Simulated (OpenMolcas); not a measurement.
Fe3+, Ru3+, Os3+: d⁵ down the group

```yaml
Program: OpenMolcas 26.06
Method: SS-RASPT2, IPEA 0.25 Eh, imaginary shift 0.1 Eh
Basis: ANO-RCC-VTZP
Scalar_Hamiltonian: DKH2, point nucleus
Spin-orbit_coupling: RASSI with atomic mean-field integrals over the reference wave functions, term energies averaged over their components
```

Active space for each ion: 5 electrons in 9 orbitals (RAS2 d s; RAS3 p, at most 2 electrons); closed shells correlated by CASPT2: Fe3+ 3s 3p; Ru3+ 4s 4p; Os3+ 5s 5p.

Computed levels in cm-1 above ⁶S_5/2:

```csv
Level,Fe3+,Ru3+,Os3+
⁴G_7/2,33080,23930,21440
⁴G_11/2,33100,24030,22670
⁴G_9/2,33110,24090,23400
⁴P_1/2,36510,27110,24120
⁴D_7/2,39440,28330,27350
⁴D_1/2,39550,29230,30500
²I_11/2,48560,35250,33210
²I_13/2,48660,35820,36350
²F_7/2(1),53190,40520,44790
weight of ⁶S in the lowest level (%),100,99,87
```

Mixed levels, with the weight of the term that names them: Ru3+ ⁴P_1/2 (72 %), Ru3+ ⁴D_1/2 (73 %), Ru3+ ²F_7/2(1) (71 %), Os3+ ⁴G_7/2 (66 %), Os3+ ⁴P_1/2 (62 %), Os3+ ⁴D_7/2 (69 %), Os3+ ⁴D_1/2 (67 %), Os3+ ²I_11/2 (74 %), Os3+ ²F_7/2(1) (55 %).

Measured, with the error of the calculation in %. Measured levels: Fe3+ from Corliss and Sugar, J. Phys. Chem. Ref. Data 11, 135 (1982).

| Level | Fe3+ |
| --- | --- |
| ⁴G_11/2 | 32246 (+2.6) |
| ⁴P_1/2 | 35407 (+3.1) |
| ⁴D_7/2 | 38779 (+1.7) |
| ⁴D_1/2 | 38897 (+1.7) |
| ²F_7/2(1) | 51394 (+3.5) |

Without spin-orbit coupling ⁴G lies 33090, 23990, 22200 cm-1 above ⁶S in that order; the difference to the level ⁴G_7/2, of either sign, comes from spin-orbit coupling, which also lowers the zero.

CASPT2 breaks the degeneracy within a term, and the mean is taken; among the terms shown or strongly mixed into the levels shown the widest spread is 230 cm-1 (4d⁵ ⁴F, Ru3+). Over all roots computed the reference weight is 0.90 to 0.96 in Fe3+; the roots of lowest weight are the least certain, and an intruder state may touch them. Some high roots are left out of the spin-orbit mixing, which shifts the levels that they would mix with. Terms from blocks run as CI alone lack orbitals of their own. Measured partners are found by configuration, term and J. A level has none where our copy of the source lacks it or the pairing is in doubt (some pairs that miss far off the trend of their configuration count as doubtful), and it then counts in no deviation. Only configurations of the active space appear.

A number in round brackets counts repeated terms of one configuration in the order of the reference energies.
